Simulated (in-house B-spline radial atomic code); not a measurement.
Configurations of La2+, with energies counted from [Xe] (5d3/2)1. Computed with an all-electron radial atomic-structure program (B-spline basis): Dirac-Hartree-Fock, average of each configuration as written, Fermi nucleus of rms radius 4.855 fm. Energies include first-order Breit, QED and recoil terms.

Occupations are held fixed; configurations that lie above the ionisation limit could autoionise.

```json
{"configuration": "[Xe] (6f7/2)1", "E - E(ref) (eV)": "13.472", "highest orbital": "6f7/2", "its <r> (bohr)": "10.92"}
{"configuration": "[Kr] 4d10 5s2 (5p1/2)2 (5p3/2)3 (5d3/2)1 (9d5/2)1", "E - E(ref) (eV)": "36.147", "highest orbital": "9d5/2", "its <r> (bohr)": "22.31"}
{"configuration": "[Kr] 4d10 5s2 (5p1/2)1 (5p3/2)4 (5d5/2)1 (8f7/2)1", "E - E(ref) (eV)": "39.093", "highest orbital": "8f7/2", "its <r> (bohr)": "22.79"}
{"configuration": "[Kr] (4d3/2)4 (4d5/2)5 5s2 5p6 (5d3/2)1 (5f7/2)1", "E - E(ref) (eV)": "118.16", "highest orbital": "5f7/2", "its <r> (bohr)": "6.053"}
{"configuration": "[Kr] (4d3/2)3 (4d5/2)6 5s2 5p6 (5d5/2)1 (7f5/2)1", "E - E(ref) (eV)": "125.57", "highest orbital": "7f5/2", "its <r> (bohr)": "16.08"}
```

Task: Order these further configurations by energy, lowest first.
A. [Xe] (8g9/2)1
B. [Kr] (4d3/2)4 (4d5/2)5 5s2 5p6 (5d3/2)1 (8p3/2)1
C. [Xe] (9f5/2)1
D. [Kr] (4d3/2)4 (4d5/2)5 5s2 5p6 (5d3/2)1 9s1
E. [Kr] 4d10 5s2 (5p1/2)2 (5p3/2)3 (5d5/2)1 (6g9/2)1

Result: A (16.288 eV), C (16.33 eV), E (36.023 eV), B (121.01 eV), D (122.02 eV).
